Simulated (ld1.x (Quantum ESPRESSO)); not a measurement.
**Lu (Z = 71), TM: configuration errors across variants**

```json
{
 "Element": "lutetium",
 "Generator": "ld1.x (Quantum ESPRESSO) 7.5",
 "Type": "norm-conserving Troullier–Martins (Kleinman–Bylander form)",
 "Functional": "PBE",
 "Relativity": "scalar-relativistic",
 "Frozen core": "[Kr] 4d10 4f14",
 "Valence charge": "11",
 "Reference configuration": "5s2 5p6 5d1 6s1 6p1",
 "Partial waves": "5p (bound): rc 1.85 bohr; 5d (bound): rc 2.15 bohr; 5f channel at 0.05 Ry: rc 1.70 bohr; 5s (bound): rc 1.70 bohr",
 "Local potential": "the s channel",
 "Core correction": "none"
}
```

Occupied shells without a wave of their own: 6p, 6s. They enter only through the test configuration that unscreens the potential.

All-electron excitation energies from the reference (eV): (1) 5s2 5p6 5d1 6s2 6p0 -3.419; (2) 5s2 5p6 5d1 6s1 6p0 3.946; (3) 5s2 5p6 5d1 6s0 6p0 17.225; (4) 5s2 5p6 5d0 6s0 6p0 37.182; (5) 5s2 5p6 5d1.5 6s1.5 6p0 -1.939; (6) 5s2 5p6 5d0 6s2 6p0 1.836; (7) 5s2 5p6 5d2 6s1 6p0 -0.413.

For the base: The 6p, 6s levels have no wave, so the channel is fitted at the deeper level alone: the likely source of the large errors.

2 further variants failed, have other tests or too few solved ones, and are left out.

A true bound ghost makes a file unfit for plane-wave use even where its test errors are small: the radial tests pick states by their node count and pass the ghost by.

The file “base” misses its own reference levels by 0.7 eV. The file “wave 5p (bound): rc 1.85 bohr becomes 5p (bound): rc 1.48 bohr” misses its own reference levels by 0.7 eV. The file “wave 5f channel at 0.05 Ry: rc 1.70 bohr becomes 5f channel at 0.05 Ry: rc 2.32 bohr” misses its own reference levels by 0.7 eV. The file “wave 5s (bound): rc 1.70 bohr becomes 5s (bound): rc 2.20 bohr” misses its own reference levels by 2.9 eV.

Errors AE − PS in meV (a dash: test not solved or not reliable):

| change | (1) | (2) | (3) | (4) | (5) | (6) | (7) | bound ghosts |
| --- | --- | --- | --- | --- | --- | --- | --- | --- |
| base | +619 | -24 | -1087 | -1603 | +290 | +863 | -15 | f |
| wave 5p (bound): rc 1.85 bohr becomes 5p (bound): rc 1.48 bohr | +624 | -15 | -1072 | -1581 | +295 | +876 | -11 | f |
| wave 5f channel at 0.05 Ry: rc 1.70 bohr becomes 5f channel at 0.05 Ry: rc 2.32 bohr | +619 | -24 | -1087 | -1603 | +290 | +863 | -15 | f |
| wave 5s (bound): rc 1.70 bohr becomes 5s (bound): rc 2.20 bohr | +2712 | +269 | -3758 | -5360 | +1477 | +3463 | +270 | f |

(1) Give the same row for: local potential the p channel.

Results:

(1) -326, -73, +389, +474, -174, -519, -36; bound ghosts: f.
